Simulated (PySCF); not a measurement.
How methods differ on the ionisation energy of Te

Te [Kr] 4d10 5s2 5p4 (3P) → Te⁺ [Kr] 4d10 5s2 5p3 (4S), as a difference of total energies. Computed with PySCF 2.14 in aug-cc-pwCVTZ-PP with ECP28MDF (8s7p6d4f1g, 96 functions), with scalar relativity through the core potential. Correlated levels: valence: 4s2 4p6 4d10 frozen; valence and next inner shell: nothing frozen outside the core potential. The calculations carry no spin-orbit coupling.

Q: Order these methods by the ionisation energy they give, lowest first.
A. MP2 (valence)
B. PBE
C. M06-2X
D. MP2 (valence and next inner shell)

A: A (8.379 eV), C (8.426 eV), D (8.464 eV), B (8.738 eV).

Errors of the correlated levels include the incompleteness of this basis and the frozen core.

For comparison: 8.749 eV (measured; NIST levels, between the centres of gravity of the two terms).
